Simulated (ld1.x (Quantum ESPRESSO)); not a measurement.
u(r) = r·R(r): atom against pseudo-atom (manganese)

Columns: radius, all-electron u(r) and pseudo u(r) of the 3d shell (level -10.69 eV) of manganese in the configuration [Ar] 3d5 4s1.5 4p0; PBEsol, scalar-relativistic, ultrasoft scheme, ld1.x (Quantum ESPRESSO) 7.5.

```json
{"r (bohr)": "0.168", "all-electron": "0.1771", "pseudo": "0.0120"}
{"r (bohr)": "0.335", "all-electron": "0.5308", "pseudo": "0.0858"}
{"r (bohr)": "0.503", "all-electron": "0.7773", "pseudo": "0.2429"}
{"r (bohr)": "0.670", "all-electron": "0.8806", "pseudo": "0.4469"}
{"r (bohr)": "0.838", "all-electron": "0.8857", "pseudo": "0.6318"}
{"r (bohr)": "1.005", "all-electron": "0.8387", "pseudo": "0.7367"}
{"r (bohr)": "1.172", "all-electron": "0.7692", "pseudo": "0.7469"}
{"r (bohr)": "1.340", "all-electron": "0.6925", "pseudo": "0.6918"}
{"r (bohr)": "1.508", "all-electron": "0.6172", "pseudo": "0.6173"}
{"r (bohr)": "1.675", "all-electron": "0.5474", "pseudo": "0.5474"}
{"r (bohr)": "1.842", "all-electron": "0.4839", "pseudo": "0.4839"}
{"r (bohr)": "2.010", "all-electron": "0.4268", "pseudo": "0.4268"}
{"r (bohr)": "2.178", "all-electron": "0.3761", "pseudo": "0.3761"}
{"r (bohr)": "2.345", "all-electron": "0.3314", "pseudo": "0.3314"}
{"r (bohr)": "2.512", "all-electron": "0.2919", "pseudo": "0.2919"}
{"r (bohr)": "2.680", "all-electron": "0.2568", "pseudo": "0.2568"}
{"r (bohr)": "2.848", "all-electron": "0.2257", "pseudo": "0.2257"}
{"r (bohr)": "3.015", "all-electron": "0.1984", "pseudo": "0.1984"}
{"r (bohr)": "3.182", "all-electron": "0.1743", "pseudo": "0.1743"}
{"r (bohr)": "3.350", "all-electron": "0.1528", "pseudo": "0.1528"}
{"r (bohr)": "3.518", "all-electron": "0.1339", "pseudo": "0.1339"}
{"r (bohr)": "3.685", "all-electron": "0.1172", "pseudo": "0.1172"}
{"r (bohr)": "3.852", "all-electron": "0.1026", "pseudo": "0.1026"}
{"r (bohr)": "4.020", "all-electron": "0.0897", "pseudo": "0.0897"}
{"r (bohr)": "4.188", "all-electron": "0.0783", "pseudo": "0.0783"}
{"r (bohr)": "4.355", "all-electron": "0.0684", "pseudo": "0.0684"}
```

Task: How many radial nodes do the two functions have?

Result: The all-electron 3d function has n − l − 1 = 0; the pseudo-wave has 0.

Task: At about which radius was the pseudo-wave matched?

Result: 1.55 bohr, where the columns begin to agree (steps of 0.17 bohr).

Task: Is the pseudo-wave norm-conserving?

Result: No, it belongs to an ultrasoft set: the norm inside the radius is not constrained, and the difference is carried by the augmentation charge.
